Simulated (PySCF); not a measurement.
**HfBr⁻ from Hartree–Fock to correlated methods**

State: triplet, unpaired electrons π ↑, δ ↑, a mixture of terms (⟨Lz²⟩ = 4.8). Set-up: PySCF, scalar-relativistic core potentials, basis sets Hf def2-TZVPPD with ECP60, Br def2-TZVPPD. De refers to Hf (5d2 6s2) + Br⁻ in their high-spin ground configurations, without counterpoise correction. The functionals are run spin-unrestricted. A positive dipole points towards Br; it is taken about the centre of mass and depends on that origin.

| Level | Re (Å) | ωe (cm⁻¹) | De (eV) | μ (D) |
| --- | --- | --- | --- | --- |
| ROHF | 2.781 | 140 | n/a | 0.60 |
| ROHF-MP2 | 2.607 | 180 | n/a | n/a |
| ROHF-SCS-MP2 | 2.642 | 168 | n/a | n/a |
| PBE | 2.626 | 169 | n/a | 1.06 |
| TPSS | 2.635 | 170 | n/a | 1.26 |
| r²SCAN | 2.638 | 171 | n/a | 1.29 |
| r²SCANh | 2.642 | 170 | n/a | 1.19 |
| B3LYP | 2.680 | 156 | n/a | 0.49 |
| PBE0 | 2.636 | 168 | n/a | 0.99 |
| HSE06 | 2.640 | 167 | n/a | 0.88 |
| MN15 | 2.631 | 167 | n/a | 0.52 |
| BHandHLYP | 2.699 | 154 | n/a | 0.40 |

(1) What does a quarter of exact exchange do here, going from PBE to PBE0?

(2) What does the step from GGA to meta-GGA do here, going from PBE to r²SCAN?

(3) What does second-order correlation do here, going from ROHF to ROHF-MP2?

Correlated steps freeze 9 core orbitals. De is left out where the level can put another filling of the metal’s s and d shells below the measured ground configuration, by anything from nothing to about 1 eV. These are scalar-relativistic numbers at best; spin–orbit coupling would shift them, the dissociation energy most. The highest Kohn–Sham level is positive in this anion. Much of that is self-interaction error, but it also means that the finite basis helps to hold the extra electron. The state is the lowest single determinant that the PBE0 search found; with open d or f shells the true ground state can be another one.

The whole job (state search and all levels along the bond) took about 8.6 min on 2 threads of Intel Xeon 6975P-C (shared host), peak memory 4.6 GiB.

Results:

(1) PBE0 less PBE: +1.0 pm in Re, -0.6 % in ωe. Exact exchange removes part of the self-interaction that spreads semilocal densities, and in most molecules shortens and stiffens the bond and lowers De; here Re goes the other way.

(2) r²SCAN less PBE: +1.2 pm in Re, +1.2 % in ωe. 

(3) ROHF-MP2 less ROHF: -17.4 pm in Re, +28.6 % in ωe. Correlation nearly always deepens the well. The bond shortens, as in weak, metallic or heavy-atom bonds, where dispersion and the correlation of outer-core electrons pull the atoms together.
